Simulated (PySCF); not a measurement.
Se(Et)(OMe) (C3H8OSe), SMILES CC[Se]OC.

Coordinates come from a TPSSh-D3(BJ)/def2-SVP optimisation. The values are those of a single conformer.

Two levels are set side by side: PBE/def2-TZVP (PySCF) and ωB97X/def2-TZVP (PySCF). Same geometry, gas phase. Differences are taken from unrounded values.

```
quantity                     ωB97X    PBE  PBE minus ωB97X
---------------------------  -----  -----  ---------------
orbital gap (eV)              9.94   3.20            -6.74
highest occupied level (eV)  -8.58  -5.03             3.55
lowest empty level (eV)       1.36  -1.83            -3.19
dipole moment (D)             1.74   1.60            -0.14
mean polarisability (bohr³)   68.0   71.6              3.5
```

Without exact exchange PBE keeps part of each electron's self-repulsion, which lifts occupied levels and narrows the gap. Loosely held outer electrons make PBE densities more polarisable. Differences between two approximate levels are no errors against the true value.

Rough cost on one machine, each run with all the roots and properties that it gave: ωB97X against PBE within a factor of 2.
